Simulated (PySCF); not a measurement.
A structure optimised at B3LYP-D3(BJ)/def2-TZVP, used in a PySCF frequency run:

```xyz
9

Al    -0.5088     0.0694     0.0000
H     -2.0793     0.2521     0.0000
C      0.3797    -1.6703     0.0000
H      0.0927    -2.2595     0.8762
H      1.4688    -1.5861     0.0000
H      0.0927    -2.2595    -0.8762
N      0.4595     1.5556     0.0000
H      1.4671     1.5951     0.0000
H      0.0773     2.4887     0.0000
```
Charge 0, spin multiplicity 1.

**Question.** Write its SMILES, formula and point group.

**Answer.** [CH3][AlH][NH2], CH6AlN, Cs

**Question.** What are its rotational constants (standard atomic weights)?

**Answer.** 23.081, 5.5696, 4.6137 GHz
